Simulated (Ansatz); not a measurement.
Relaxation of C$_{2}$H$_{3}$AlN (7 atoms, charge 0, multiplicity 2), to a largest force component of 0.02 eV/Å in at most 50 steps.

Theory: Ansatz 0.2.0, UKS LDA/def2-SVP.

```xyz
7
Properties=species:S:1:pos:R:3
N -1.797 -0.471 -0.074
C -0.633 -0.488 0.271
C 0.560 -0.254 0.727
Al 1.647 1.210 -0.047
H -2.174 -0.951 -0.873
H 2.579 1.156 1.178
H 1.405 1.861 -1.482
```

Q: Where does it end, and by what steps?

A: The forces met the threshold. After 11 steps the energy has fallen by 1.154 eV; C3 moved furthest, 1.03 Å.

| step | energy less start (eV) | largest force component (eV/Å) | accepted |
| --- | --- | --- | --- |
| 0 | 0.0000 | 1.788 | yes |
| 1 | -0.5026 | 0.996 | yes |
| 2 | -0.8175 | 0.494 | yes |
| 3 | -0.9287 | 0.631 | yes |
| 4 | -1.0304 | 0.425 | yes |
| 5 | -1.0990 | 0.250 | yes |
| 6 | -1.1396 | 0.257 | yes |
| 7 | -1.1260 | 1.079 | no |
| 8 | -1.1486 | 0.168 | yes |
| 9 | -1.1515 | 0.119 | yes |
| 10 | -1.1524 | 0.190 | yes |
| 11 | -1.1539 | 0.018 | yes |

```xyz
7
Properties=species:S:1:pos:R:3
N -2.106 -0.755 0.045
C -0.963 -0.269 -0.018
C 0.167 0.343 -0.013
Al 1.812 1.234 0.011
H -2.293 -1.681 -0.369
H 2.791 0.989 1.250
H 2.178 2.202 -1.206
```

Whether the end is a true minimum wasn't checked by a vibrational analysis.

The run took 14 s on 2 threads of Arm Neoverse V1 (shared host), peak memory 0.16 GiB.
